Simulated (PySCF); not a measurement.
C₄H₇ (SMILES [CH]1CCC1), doublet, geometry from GFN2-xTB; CAMB3LYP/3-21G (PySCF).

Here is a job for PySCF.
```python
from pyscf import gto, scf, dft

mol = gto.Mole()
mol.atom = '''
    C     0.00788728    1.06774097    0.04664582
    C    -0.00763800   -1.03399532   -0.04517160
    C    -1.08467578    0.06806734    0.00750974
    C     1.08556611    0.05246214   -0.00224423
    H     0.01578849    2.13736921    0.09337410
    H    -0.01599358   -1.62576582   -0.95751018
    H    -0.00859656   -1.70312770    0.81208260
    H    -1.73307724    0.04050504    0.89034144
    H    -1.74043106    0.11741518   -0.86891810
    H     1.74141305    0.01552159    0.87472563
    H     1.73405923    0.09243173   -0.88453390
'''
mol.basis = '3-21g'
mol.spin = 1
mol.verbose = 3
mol.build()

mf = dft.UKS(mol)
mf.xc = 'camb3lyp'
mf.kernel()
mf.analyze()
```

Output, abridged:

```
converged SCF energy = -155.58463683918  <S^2> = 0.75475029  2S+1 = 2.0047447
**** MO energy ****
                             alpha | beta                alpha | beta
MO #1   energy= -10.1873828678258  | -10.1851816977871  occ= 1 | 1
MO #2   energy= -10.1841963472987  | -10.185050888949   occ= 1 | 1
MO #3   energy= -10.1838320623781  | -10.1832794525529  occ= 1 | 1
MO #4   energy= -10.1830385347561  | -10.1732624819091  occ= 1 | 1
MO #5   energy= -0.940151229274405 | -0.929037728771844 occ= 1 | 1
MO #6   energy= -0.743040832157047 | -0.740345062762168 occ= 1 | 1
MO #7   energy= -0.725506401295535 | -0.707792216724175 occ= 1 | 1
MO #8   energy= -0.599379356631057 | -0.583664499515982 occ= 1 | 1
MO #9   energy= -0.559293563316023 | -0.551824601560832 occ= 1 | 1
MO #10  energy= -0.548322753240295 | -0.537479421720554 occ= 1 | 1
MO #11  energy= -0.451189990917335 | -0.441414232368349 occ= 1 | 1
MO #12  energy= -0.433786133224253 | -0.42868766960243  occ= 1 | 1
MO #13  energy= -0.410344558471671 | -0.399087674845909 occ= 1 | 1
MO #14  energy= -0.379535089301511 | -0.375802142382846 occ= 1 | 1
MO #15  energy= -0.379410940868869 | -0.374424887128338 occ= 1 | 1
MO #16  energy= -0.235858401810393 | 0.027645016700462  occ= 1 | 0
MO #17  energy= 0.181622777124189  | 0.183473478853802  occ= 0 | 0
MO #18  energy= 0.19384136344079   | 0.204145820325464  occ= 0 | 0
MO #19  energy= 0.212459825920079  | 0.224214485719034  occ= 0 | 0
MO #20  energy= 0.22144543799207   | 0.224925587812264  occ= 0 | 0
MO #21  energy= 0.252228749536691  | 0.257564298001655  occ= 0 | 0
MO #22  energy= 0.257469335109369  | 0.259300262036279  occ= 0 | 0
MO #23  energy= 0.26704339899555   | 0.271959041405318  occ= 0 | 0
MO #24  energy= 0.280561490400669  | 0.284519202270634  occ= 0 | 0

To work with the spin densities directly, `use mulliken_meta_spin()` only printing them here.

 ** Mulliken spin pop alpha/beta on meta-lowdin orthogonal AOs **
 ** Mulliken Spin Density (per atom)  **
spin density of  0 C =      0.96178
spin density of  1 C =      0.00955
spin density of  2 C =     -0.06130
spin density of  3 C =     -0.06130
spin density of  4 H =     -0.02999
spin density of  5 H =     -0.00233
spin density of  6 H =     -0.00233
spin density of  7 H =      0.04648
spin density of  8 H =      0.04648
spin density of  9 H =      0.04648
spin density of  10 H =      0.04648
 ** Mulliken pop alpha/beta on meta-lowdin orthogonal AOs **
 ** Mulliken atomic charges   ( Nelec_alpha | Nelec_beta ) **
charge of  0C =     -0.12310  (     3.54244      2.58066 )
charge of  1C =     -0.18107  (     3.09531      3.08576 )
charge of  2C =     -0.19106  (     3.06488      3.12618 )
charge of  3C =     -0.19106  (     3.06488      3.12618 )
charge of  4H =      0.09966  (     0.43518      0.46516 )
charge of  5H =      0.09706  (     0.45031      0.45263 )
charge of  6H =      0.09706  (     0.45031      0.45263 )
charge of  7H =      0.09813  (     0.47418      0.42770 )
charge of  8H =      0.09813  (     0.47418      0.42770 )
charge of  9H =      0.09813  (     0.47418      0.42770 )
charge of  10H =      0.09813  (     0.47418      0.42770 )
Dipole moment(X, Y, Z, Debye): -0.00119, -0.16095, -0.00700
```
